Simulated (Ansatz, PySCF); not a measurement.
methyltin tribromide (CH3Br3Sn), SMILES [CH3][Sn]([Br])([Br])[Br]. Atoms are numbered in the order given.

```xyz
8

C      0.0000     0.0000     2.6049
Sn     0.0000     0.0000     0.4537
Br     2.0233    -1.1682    -0.4490
Br    -2.0233    -1.1682    -0.4490
Br     0.0000     2.3363    -0.4490
H      0.9039     0.5219     2.9457
H     -0.9039     0.5219     2.9457
H      0.0000    -1.0437     2.9457
```

Geometry optimised at B3LYP-D3(BJ)/def2-SVP. The def2 effective core potentials stand for the cores of Sn; spin–orbit coupling is left out.

Vertical ionisation energy (IE) and electron affinity (EA) in eV. Rows of orbital energies are one-electron estimates. Where ΔSCF, EOM or ADC give a negative EA the extra electron is unbound and the value depends on the basis.

| level | IE | EA |
|---|---|---|
| −ε(HOMO), −ε(LUMO), PBE0/def2-TZVP (PySCF) | 8.49 | 2.73 |
| −ε(HOMO), −ε(LUMO), PBE/def2-TZVP (PySCF) | 7.19 | 3.54 |
| ΔSCF, PBE/def2-SVPD (Ansatz), final states of multiplicity 2 and 2 | 9.70 | 1.37 |

### Question
What vertical singlet–triplet gap does ΔSCF give with PBE/def2-SVPD (Ansatz, a first-principles code)? (Estimate from the structure and the level; the computed values follow.)

### Answer
3.66 eV (triplet above singlet where positive).
